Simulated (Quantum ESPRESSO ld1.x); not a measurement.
Results of a calculation; reference values are marked as such.
Problem. Te20+, configuration [Ar] 3d10 4s2 4p2. Level of theory: non-relativistic Kohn-Sham, LDA (Slater exchange, VWN5 correlation), spin-polarised, spherical densities, point nucleus; open shells are filled with parallel spins first; relativity is left out, which matters for an element this heavy (ld1.x of Quantum ESPRESSO 7.5). Some entries of the table are withheld. Estimate them.

orbital,occ.,eigenvalue (eV),r(max) (bohr),<1/r> (bohr^-1)
1s up,1,-30935.761,0.019,51.43
1s down,1,-30934.796,0.019,51.43
2s up,1,-5108.160,0.107,11.80
2s down,1,-5107.531,0.107,11.80
2p up,3,-4832.683,0.084,11.81
2p down,3,-4831.813,0.084,11.81
3s up,1,-1435.701,0.304,4.334
3s down,1,-1434.557,0.304,4.336
3p up,3,(1),0.290,(2)
3p down,3,(3),0.290,(4)
3d up,5,-1108.118,0.235,4.144
3d down,5,-1106.981,0.235,4.146
4s up,1,-617.373,0.682,2.004
4s down,1,-611.845,0.682,2.004
4p up,2,(5),0.687,1.945
4p down,0,(6),0.687,1.944

Solution. 
(1) 3p up eigenvalue (eV): -1320.688
(2) 3p up <1/r> (bohr^-1): 4.267
(3) 3p down eigenvalue (eV): -1319.468
(4) 3p down <1/r> (bohr^-1): 4.269
(5) 4p up eigenvalue (eV): -573.065
(6) 4p down eigenvalue (eV): -567.590
